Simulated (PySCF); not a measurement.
# What builds the second ionisation energy along the third row

Calculated with PySCF 2.14 from differences of total energies of unrestricted determinants, without spin-orbit coupling. Each column adds one step, in eV (sums use unrounded values): valence MP2, valence CCSD, valence triples, then the next inner shell at CCSD(T) (Al 2s 2p, Si 2s 2p, P 2s 2p). References (NIST) marked * lie between the lowest fine-structure levels; the others compare directly ((s) semi-empirical, (t) theoretical).

```tsv
element	UHF	+ MP2	+ CCSD	+ (T)	+ inner shell	sum	reference
Al [Ne] 3s2 → [Ne] 3s1 (dyall-acv3z, non-relativistic)	17.520	0.785	0.309	0.000	0.162	18.776	18.829
Si [Ne] 3s2 3p1 → [Ne] 3s2 (dyall-acv3z, non-relativistic)	15.846	0.270	0.112	0.031	0.020	16.279	16.322
P [Ne] 3s2 3p2 → [Ne] 3s2 3p1 (dyall-acv3z, non-relativistic)	19.169	0.457	0.035	0.037	0.024	19.723	19.769 (s) *
```

What remains against the references is mostly basis incompleteness and, for starred values, spin-orbit coupling.

Q: What share of the correlation contribution for P comes from the inner shell?

A: The four steps add to 0.553 eV, of which the inner shell gives 0.024 eV, or 4 %.
